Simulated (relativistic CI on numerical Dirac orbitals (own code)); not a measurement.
# Calculated levels, Ta⁴⁴⁺

Computed by Dirac-Coulomb-Breit CI, separate exchange-only KLI orbitals for each configuration, a model potential for QED, unscaled Slater integrals (own radial code, finite nucleus).

CI space (outside the closed core [Ar]): 3d¹⁰4s, 3d¹⁰4p, 3d¹⁰4d, 3d¹⁰4f, 3d¹⁰5s, 3d¹⁰5p, 3d¹⁰5d, 3d¹⁰5f, 3d¹⁰5g, 3d¹⁰6s, 3d¹⁰6p, 3d¹⁰6d, 3d⁹4s², 3d¹⁰6f, 3d⁹4s4p, 3d¹⁰7s, 3d¹⁰8s, 3d⁹4s4d, 3d⁹4s4f, 3d⁹4s5s, 3d⁹4s5p, 3d⁹4s5d, 3d⁹4s5f. Double excitations out of closed p, d and f shells are left out; levels of such configurations are missing from the list, as are those of other unlisted configurations, and high levels can miss mixing partners.

The lowest level is 3d¹⁰4s ²S1/2, with 100 % of that term; Hund's rules for 3d¹⁰4s give ²S with J = 1/2, in agreement.

```csv
No.,Configuration,Term,J,E (eV),%,Next component (%),Lifetime (s),jj configuration (%)
1,3d¹⁰4s,²S,1/2,0.00,100,,,4s (100)
2,3d¹⁰4p,²P°,1/2,95.02,100,,2.14e-11,4p1/2 (100)
3,3d¹⁰4p,²P°,3/2,189.20,100,,2.60e-12,4p3/2 (100)
4,3d¹⁰4d,²D,3/2,336.77,100,,1.23e-12,4d3/2 (100)
5,3d¹⁰4d,²D,5/2,356.78,100,,3.07e-12,4d5/2 (100)
6,3d¹⁰4f,²F°,5/2,514.34,100,,3.31e-12,4f5/2 (100)
7,3d¹⁰4f,²F°,7/2,519.28,100,,4.22e-12,4f7/2 (100)
8,3d¹⁰5s,²S,1/2,928.41,100,,1.16e-13,5s (100)
9,3d¹⁰5p,²P°,1/2,974.66,100,,1.32e-13,5p1/2 (100)
10,3d¹⁰5p,²P°,3/2,1018.82,100,,2.06e-13,5p3/2 (100)
11,3d¹⁰5d,²D,3/2,1089.02,100,,1.89e-13,5d3/2 (100)
12,3d¹⁰5d,²D,5/2,1098.69,100,,1.63e-13,5d5/2 (100)
13,3d¹⁰5f,²F°,5/2,1168.52,100,,9.54e-14,5f5/2 (100)
14,3d¹⁰5f,²F°,7/2,1171.41,100,,9.44e-14,5f7/2 (100)
15,3d¹⁰5g,²G,7/2,1206.68,100,,5.04e-14,5g7/2 (100)
16,3d¹⁰5g,²G,9/2,1207.84,100,,5.07e-14,5g9/2 (100)
17,3d¹⁰6s,²S,1/2,1390.83,100,,1.30e-13,6s (100)
18,3d¹⁰6p,²P°,1/2,1416.57,100,,1.43e-13,6p1/2 (100)
19,3d¹⁰6p,²P°,3/2,1440.87,100,,2.10e-13,6p3/2 (100)
20,3d¹⁰6d,²D,3/2,1479.73,100,,1.85e-13,6d3/2 (100)
21,3d¹⁰6d,²D,5/2,1485.16,100,,1.65e-13,6d5/2 (100)
22,3d⁹4s²,²D,5/2,1492.62,100,,1.74e-10,3d5/2^5 (100)
23,3d¹⁰6f,²F°,5/2,1522.99,100,,1.07e-13,6f5/2 (100)
24,3d¹⁰6f,²F°,7/2,1524.73,100,,1.07e-13,6f7/2 (100)
25,3d⁹4s²,²D,3/2,1554.50,100,,2.11e-10,3d3/2^3 3d5/2^6 (100)
26,3d⁹4s4p,⁴P°,5/2,1573.09,32,28 ⁴D°,6.53e-10,3d5/2^5 4s 4p1/2 (100)
27,3d⁹4s4p,⁴F°,7/2,1580.65,40,36 ²F°,5.79e-11,3d5/2^5 4s 4p1/2 (99)
28,3d⁹4s4p,²F°,5/2,1580.73,41,25 ⁴P°,5.45e-11,3d5/2^5 4s 4p1/2 (98)
29,3d⁹4s4p,²P°,3/2,1582.02,34,31 ²D°,1.55e-11,3d5/2^5 4s 4p1/2 (99)
30,3d⁹4s4p,⁴F°,3/2,1635.33,66,15 ²D°,1.02e-12,3d3/2^3 3d5/2^6 4s 4p1/2 (100)
```

Energies count from the lowest computed level; ° marks odd parity; lifetimes are radiative, by E1, M1, E2, M2, E3 decay to levels of this space only. Filled j subshells are mostly left out of the jj labels.

The mean weight of the leading LS term, summed over parents, in these 30 levels is 90 %, and that of the leading jj configuration (from the same eigenvectors) 100 %.

At this charge energies of transitions that change n are usually good to better than 1 %, and those within a shell (Δn = 0) to a few per cent.

LS names give the leading component of a level, which can be under half, so a name can repeat, a term be missing and a line seem to break the LS rules.
